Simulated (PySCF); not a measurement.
# Yb(OH)2 at several levels of theory

Computed with PySCF 2.14.0 (density fitting, no spin-orbit coupling) at the geometry relaxed with PBE0:

```xyz
5
Yb(OH)2 (singlet)
Yb    0.0000    0.0000   -0.3583
O     1.8324   -0.0383    0.5290
H     2.5409   -0.0521    1.1706
O    -1.8324    0.0383    0.5290
H    -2.5409    0.0521    1.1706
```

| level | basis | state | HOMO (eV) | gap (eV) | charge on Yb1 (e) | population of f-type functions on Yb1 (core shells left out) | dipole about the centre of mass (D) | largest force component (eV/Å) |
| --- | --- | --- | --- | --- | --- | --- | --- | --- |
| PBE0 | Yb def2-SVP with ECP28, O def2-SVP, H def2-SVP | singlet | -4.02 | 2.77 | 0.91 | 13.96 | 3.03 | 0.00 |
| M06-L | the same | singlet | -1.21 | 0.62 | 0.97 | 13.90 | 3.00 | 0.09 |
| PBE0 | Yb def2-TZVP with ECP28, O def2-TZVP, H def2-TZVP | singlet | -4.32 | 2.92 | 1.15 | 13.98 | 3.33 | 0.49 |

Charges are Mulliken's, which hang on the basis. The relaxation used the grid (50, 194), these runs (75, 302) or, all-electron (x2c bases, spin-free X2C Hamiltonian), (99, 590).

What does revPBE with Yb def2-SVP with ECP28, O def2-SVP, H def2-SVP give here?

state singlet, HOMO (eV) -2.30, gap (eV) 0.27, charge on Yb1 (e) 0.76, population of f-type functions on Yb1 (core shells left out) 13.83, dipole about the centre of mass (D) 2.37, largest force component (eV/Å) 0.50. Time: 43 s on 2 threads of Intel(R) Xeon(R) Processor @ 2.50GHz (Skylake/Cascade Lake), with other jobs on the host, from an already converged density.

In the first row's basis the gap widens with exact exchange: 0.3 to 0.6 eV for revPBE, M06-L (none); 2.8 eV for PBE0 (a fixed share).

Small gap, closed shell not tested for a spin-broken solution: M06-L, revPBE.
